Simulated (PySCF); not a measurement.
Constitutional and geometric isomers with formula C3H4O. All species are isolated molecules in the gas phase. One relaxed conformer stands for each flexible species; it need not be the lowest. Strings in code marks are SMILES. All members: neutral, multiplicity 1. Level: B3LYP-D3(BJ)/def2-TZVP // M06-2X/def2-TZVP (PySCF), beside PBE-D3(BJ)/def2-TZVP // M06-2X/def2-TZVP (PySCF) at the same geometries. B3LYP has the VWN-RPA correlation part, as in Gaussian. Delta-SCF ions had no search for a lower state.  The removal energy is E(N − 1 electrons) − E(N electrons) at the parent's geometry.

| species | vertical ionisation energy (Delta-SCF), PBE (eV) | vertical ionisation energy (Delta-SCF), B3LYP-D3(BJ) (eV) |
|---|---|---|
| `CC1=CO1` | 7.85 | 8.00 |
| `OC1=CC1` (H–O–C–C torsion 180°) | 8.80 | 8.93 |
| `C=C=CO` (C–C–O–H torsion 0°) | 8.82 | 8.96 |
| `CC=C=O` | 8.88 | 9.02 |
| `CC#CO` | 9.03 | 9.20 |
| `O=C1CC1` | 9.23 | 9.44 |
| `C#CCO` (C–C–O–H torsion 51°) | 9.86 | withheld |

### Question
Fit y = a + b·x, y being the vertical ionisation energy (Delta-SCF) at the first level, to the 6 complete rows by least squares, with x = the PBE value in eV. Give a, b and the rms residual, and predict the withheld value.

### Answer
Means of the 6 rows: x̄ = 8.7683, ȳ = 8.925 eV. Σ(x − x̄)² = 1.1411 and Σ(x − x̄)(y − ȳ) = 1.1718, so b = 1.027 and a = ȳ − b·x̄ = -0.080 eV. The rms residual is 0.024 eV. At x = 9.86 the line gives 10.05 eV, outside the range of the fitted rows. The run for `C#CCO` (C–C–O–H torsion 51°) gave 10.23 eV, so the line is off by 0.18 eV, more than twice the rms residual.

Codes: PySCF.
